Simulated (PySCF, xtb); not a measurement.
Zn(F)(NMe2) (C2H6FNZn), SMILES [F][Zn][N](C)C. One conformer was computed; it need not be the lowest.

Harmonic wavenumbers (cm⁻¹) from GFN2-xTB run with xtb at its own minimum, in rising order: 48, 90, 212, 226, 249, 270, 337, 397, 471, 958, 1035, 1075, 1128, 1174, 1211, 1405, 1415, 1457, 1471, 1478, 1485, 2867, 2885, 2943, 2947, 2989, 3035.

### Question
What does PBE-D3(BJ)/def2-SVP run with PySCF give at its own minimum? (An estimate is asked for; the answer gives what the named calculation found.)

### Answer
90, 102, 154, 244, 246, 263, 307, 528, 701, 982, 1050, 1074, 1112, 1215, 1235, 1378, 1390, 1391, 1410, 1432, 1451, 2846, 2852, 2907, 2916, 3023, 3023. Paired by order, the mean absolute difference is 40 cm⁻¹ and the zero-point energies are 50.4 and 50.5 kcal/mol.
